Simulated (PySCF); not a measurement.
Geometries of 2 isomers of C6H6ClF, from PySCF, PBE0-D3(BJ)/def2-SVP geometry optimisation, gas phase. One conformer each, no zero-point energy, no frequencies.

Question: Which isomer lies lower at this level?
A.
```xyz
14
angstrom
F      1.644    2.255   -0.039
C      1.204    1.060    0.484
C      1.857   -0.112   -0.201
Cl     3.539   -0.401   -0.014
C      0.989   -0.858   -0.900
C     -0.392   -0.340   -0.736
C     -0.925   -0.395    0.677
C     -0.265    0.852    0.182
H      1.429    1.075    1.565
H      1.249   -1.756   -1.462
H     -1.091   -0.362   -1.575
H     -2.009   -0.358    0.815
H     -0.392   -1.030    1.391
H     -0.862    1.755    0.034
```
B.
```xyz
14
angstrom
F     -3.717    0.053    0.442
C     -2.522    0.613    0.323
C     -1.414   -0.111    0.120
C     -0.106    0.480   -0.014
C      1.030   -0.227   -0.214
C      2.336    0.371   -0.346
C      3.455   -0.347   -0.540
Cl     5.016    0.355   -0.698
H     -2.550    1.705    0.405
H     -1.515   -1.199    0.056
H     -0.039    1.573    0.053
H      0.968   -1.319   -0.280
H      2.412    1.462   -0.283
H      3.455   -1.437   -0.612
```

Answer: A. That is `C1=C(Cl)[C@H]([C@@H]2C[C@@H]21)F`, 12.2 kcal/mol below the other.

| SMILES | atoms numbered as above | E (Eh) | relative (kcal/mol) | relative (kJ/mol) | dipole (D) |
| --- | --- | --- | --- | --- | --- |
| F[C@@H]1C(Cl)=C[C@H]2C[C@@H]12 | [F:1][C@@H:2]1[C:3]([Cl:4])=[CH:5][C@H:6]2[CH2:7][C@@H:8]12 | -791.34619 | 0.0 | 0.0 | 2.75 |
| F/C=C/C=C/C=C/Cl | [F:1]/[CH:2]=[CH:3]/[CH:4]=[CH:5]/[CH:6]=[CH:7]/[Cl:8] | -791.32676 | 12.2 | 51.0 | 0.53 |

As drawn, the lower has a three-membered ring, which the higher lacks.
